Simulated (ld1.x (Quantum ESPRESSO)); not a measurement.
Ranking TM semilocal potentials for H

All share these settings but for the change named:

ld1.x (Quantum ESPRESSO) 7.5 input, shortened:

```
&input
   title='H', zed=1., rel=0, dft='PBESOL', iswitch=3,
   config='1s1'
 /
 &inputp
   pseudotype=1, tm=.true., lloc=0,
   nlcc=.false.
 /
1
1S  1  0   1.00   0.00  1.15  1.15  0.0
 &test
   configts(1)='1s1'
 /
```

Cutoff: the first of the cutoffs (Ry, on a coarse ladder) from which the occupation-weighted sum of valence levels, in a spherical-Bessel basis at the reference potential, stays within 10 and 1 mRy of its value at 400 Ry; the density cutoff is not measured.

The base gives 21 Ry.

Of 8 variants that were run, those that failed, showed a ghost or another fault, or gave nearly equal values are left out.

A variant can come out equal or close to the base.

(1) Rank these variants from softest to hardest (loose cutoff).
A. wave 1s (bound): rc 1.15 bohr becomes 1s (bound): rc 1.56 bohr
B. wave 1s (bound): rc 1.15 bohr becomes 1s (bound): rc 0.88 bohr
C. wave 1s (bound): rc 1.15 bohr becomes 1s (bound): rc 1.00 bohr
D. wave 1s (bound): rc 1.15 bohr becomes 1s (bound): rc 1.50 bohr
E. wave 1s (bound): rc 1.15 bohr becomes 1s (bound): rc 1.26 bohr

Answers

(1) A (15 Ry), D (18 Ry), E (21 Ry), C (25 Ry), B (30 Ry).
